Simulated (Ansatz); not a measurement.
Ansatz (a quantum-chemistry and plane-wave program) input (PBE/def2-TZVP):

Ansatz 0.2 input:
```yaml
crystal:
  periodic: [false, false, false]
  atoms:
    - {symbol: B, position_ang: [-0.00000000, -0.00000000, -0.78400376]}
    - {symbol: B, position_ang: [0.00000000, 0.00000000, 0.78400376]}
basis:
  gaussian:
    orbitals: def2-TZVP
hamiltonian:
  xc: {name: PBE}
magnetization: {spin_polarized: true, initial_magnetization: 2}
relax: {f_tol: 0.003, max_steps: 100}
```

End of the output:

```
relax step   4: F+E_penalty+E_count = -1342.80168755 eV  Δ(F+E_penalty+E_count) = -4.371e-7 eV  max|allowed force component| = 3.986e-4 eV/Å  Δτ_max = 0.0001 Å  (24 SCF iters, accepted)
integrals: 0.01 GiB planned
338 factors; their error is unknown
mean field: 0.11 GiB planned
mean field evaluation 128: about -1342.8038 eV, gradient 7.0e-2 eV
mean field evaluation 160: about -1342.6768 eV, gradient 6.0e-2 eV
mean field evaluation 192: about -1342.0600 eV, gradient 6.3e-1 eV
mean field evaluation 224: about -1342.7493 eV, gradient 1.8e0 eV
mean field -1342.80168755 eV, -49.3470518339 hartree, gradient 2.4e-5 eV, S^2 2.520668; 12 other end points of the search recorded, 0 dependent functions left out
the calculation of the forces begins
reference -1342.80171930 eV, -49.3470530005 hartree; 6, 4 occupied and 56, 58 virtual orbitals, 338 factors
Total energy: -1342.80171930 eV, -49.3470530005 hartree
Atom 0 at    -0.000000    -0.000000    -0.793119 Å, force    -0.000000    -0.000000     0.000399 eV/Å
Atom 1 at     0.000000     0.000000     0.793119 Å, force     0.000000     0.000000    -0.000399 eV/Å
Dipole moment:     0.000000     0.000000    -0.050806 e Å
```

The determinant is spin-contaminated: <S^2> is 2.52 against 2.00 for a pure state.
